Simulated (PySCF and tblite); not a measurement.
The numbers below are computed, except where a source is named.
C5H3BrN2O, numbered as in [O:1]=[CH:2][c:3]1[cH:4][n:5][n:6][c:7]([Br:8])[cH:9]1.

Conformers came from 60 starts (ETKDG and KDG, MMFF94s, GFN2-xTB); geometries are GFN2-xTB. Energies: B3LYP-D3(BJ)/pcSseg-1 (IEF-PCM, tetrahydrofuran), with GFN2-xTB thermal terms (modes under about 100 cm⁻¹ blended into free rotors). Symmetry numbers and mirror images are counted. Conformers within 2.5 kcal/mol (GFN2-xTB free energy) were kept, 2 at most. Couplings: B3LYP/6-31G* with pcJ-1 on H (gas phase; spin-dipole term only for pairs with B, N, F, Si or P). H–H couplings come out 0.1 to 0.9 Hz lower than with pcJ-1 on all atoms. (PySCF 2.14, tblite 0.8.)

Torsions listed: O1–C2–C3–C4.

```
conformer  shape  weight %
        1   180°      50.6
        2     0°      49.4
```

(1) Give the couplings in each conformer and the averages at 298.15 K (pairs that fast motion interchanges averaged).

Spin–orbit effects of the heavy atoms on shieldings are missing.

Answers

(1) 
```tsv
coupling	pairs	1	2	average (Hz)
```
